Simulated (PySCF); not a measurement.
1,1-difluoro-1-methoxyethane (C3H6F2O), SMILES O(C(F)(F)C)C. Atoms are numbered in the order given.

```xyz
12

C      1.6912    -0.9829     0.1961
O      0.9149     0.1352     0.5482
C     -0.3169     0.2409    -0.0206
C     -1.3022    -0.8459     0.3323
F     -0.7928     1.4318     0.3747
F     -0.1911     0.3009    -1.3771
H      1.2947    -1.9173     0.6308
H      1.7648    -1.0940    -0.8975
H      2.6949    -0.8096     0.6035
H     -2.2735    -0.6103    -0.1209
H     -1.4121    -0.8983     1.4232
H     -0.9658    -1.8185    -0.0488
```

Geometry optimised at PBE0-D3(BJ)/def2-SVP. One conformer was computed; it need not be the lowest.

Calculation: PBE/pcSseg-1 in PySCF.

GIAO shieldings, no solvent; atoms listed in one row are averaged. δ = σ(ref) − σ: ¹³C against TMS (σ = 182.0 ppm); ¹⁷O against H2O (σ = 334.3 ppm); ¹⁹F against CFCl3 (σ = 133.6 ppm); ¹H against TMS (σ = 31.49 ppm), references at their B3LYP-D3(BJ)/def2-TZVP geometries, non-relativistic.

### Question
Estimate the chemical shifts. (Estimate from the structure and the level; the computed values follow.)

### Answer

| nucleus | atoms | count | δ (ppm) |
|---|---|---|---|
| ¹³C | C3 | 1 | 135.1 |
| ¹³C | C1 | 1 | 55.3 |
| ¹³C | C4 | 1 | 21.2 |
| ¹⁷O | O2 | 1 | 101.2 |
| ¹⁹F | F5 | 1 | -109.2 |
| ¹⁹F | F6 | 1 | -122.6 |
| ¹H | H7, H8, H9 | 3 | 3.82 |
| ¹H | H10, H11, H12 | 3 | 1.77 |
